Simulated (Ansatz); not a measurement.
Job for Ansatz (an electronic-structure program): U-wB97X-V/def2-TZVPPD on BrHMg (SMILES [MgH][Br]), a point of a bond scan (R = 1.345 Å). Files ending in .json are basis or fitting sets from the Basis Set Exchange.

Ansatz 0.2 input:
```yaml
crystal:
  periodic: [false, false, false]
  atoms:
    - {symbol: Mg, position_ang: [-0.00000000, -0.00000000, -1.67667967]}
    - {symbol: H, position_ang: [-0.00000000, -0.00000000, -3.02153025]}
    - {symbol: Br, position_ang: [0.00000000, 0.00000000, 0.67079711]}
basis:
  gaussian:
    orbitals: def2-TZVPPD.json
hamiltonian:
  xc: {name: wB97X-V}
magnetization: {spin_polarized: true, initial_magnetization: 0}
```

Output:

```
WARN ansatz: RAYON_NUM_THREADS=1 ignored (pool sized by the plan → 1); use --threads N
Functional definition: wB97X-V
integrals: 0.06 GiB planned
823 factors; their error is unknown
integrals: 0.09 GiB planned
221 factors; integrals over basis functions are off by at most 4.1e-5 eV
mean field: 0.74 GiB planned
mean field evaluation 1: about -75499.4366 eV, gradient 9.7e0 eV
mean field evaluation 2: about -75500.0504 eV, gradient 6.1e0 eV
mean field evaluation 4: about -75500.2011 eV, gradient 3.6e-1 eV
mean field evaluation 8: about -75500.4378 eV, gradient 5.0e-3 eV
mean field -75500.43781926 eV, -2774.5899138231 hartree, gradient 6.7e-5 eV, S^2 0.000000; 0 other end points of the search recorded, 0 dependent functions left out
reference -75500.43781677 eV, -2774.5899137315 hartree; 24, 24 occupied and 85, 85 virtual orbitals, 823 factors
Total energy: -75500.43781677 eV, -2774.5899137315 hartree
```

Self-consistency was reached.

Cost: roughly 8 core-seconds.
